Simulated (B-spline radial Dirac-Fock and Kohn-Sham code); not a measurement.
How the settings move the core levels of Kr⁴⁺

ΔSCF core binding energies without Breit or QED terms, calculated with a radial finite-basis atomic code. Keys: rel is the Hamiltonian (dirac, or spin-free x2c and nr, where L3 and M5 stand for the whole 2p and 3d shells), method is hf or an exchange,correlation pair (spin-unpolarised, also for the hole states), nuc the nuclear model, radius_factor scales its radius, rmax is the box in bohr, h the logarithmic mesh step, order the B-spline order, points the quadrature points per cell, c_factor scales the speed of light, and damp, ndamp, maxit and tol steer the iteration. The run stops when the commutator error falls below 10·tol·max(1, Z/10), or the numerical noise floor, and the energy has settled to about 1e-8 Ha; the virial ratio is −V/T.

Base input:

```json
{"items": [{"Z": 36, "q": 4, "cfg": [[1, 0, 2], [2, 0, 2], [2, 1, 6], [3, 0, 2], [3, 1, 6], [3, 2, 10], [4, 0, 2], [4, 1, 2]], "A": 84, "rrms": 4.1884, "do": "settings", "holes": ["K", "L3", "M5"],
  "settings": [{"rel": "dirac", "method": "hf", "nuc": "fermi", "radius_factor": 1.0, "rmax": 45.0, "h": 0.3, "order": 8, "points": 10, "c_factor": 1.0, "maxit": 60, "damp": 0.5, "ndamp": 3, "tol": 1e-08}]}]}
```

The ground state converged in 9 iterations, with total energy -2784.36445 Ha, virial ratio 1.97338 and highest orbital energy -62.51 eV. ΔSCF binding energies: K (1s) 14421.6 eV, L3 (2p3/2) 1742.7 eV, M5 (3d5/2) 151.9 eV.

Changes from the base run:

```
                        changed setting  Δ total energy (Ha)  Δ K (eV)  Δ L3 (eV)  Δ M5 (eV)  iterations
                             rel = "nr"            +36.79941   -257.86      +3.58      +2.41           9
rel = "nr"; nuc = "sphere"; rmax = 25.0                    ?         ?          ?          ?           ?
                         c_factor = 5.0            +35.38897   -248.06      +3.43      +2.31           9
                         nuc = "sphere"             +0.00002      0.00       0.00       0.00           9
                    radius_factor = 0.8             -0.00832     +0.10       0.00       0.00           9
                              order = 9              0.00000      0.00       0.00       0.00           9
    order = 9; damp = 0.2; tol = 0.0001              0.00000      0.00       0.00       0.00           7
```

**Question.** What does the change rel = "nr"; nuc = "sphere"; rmax = 25.0 do?

**Answer.** The total energy moves by +36.79941 Ha and the binding energies by K -257.86 eV, L3 +3.58 eV, M5 +2.41 eV; the run takes 9 iterations.
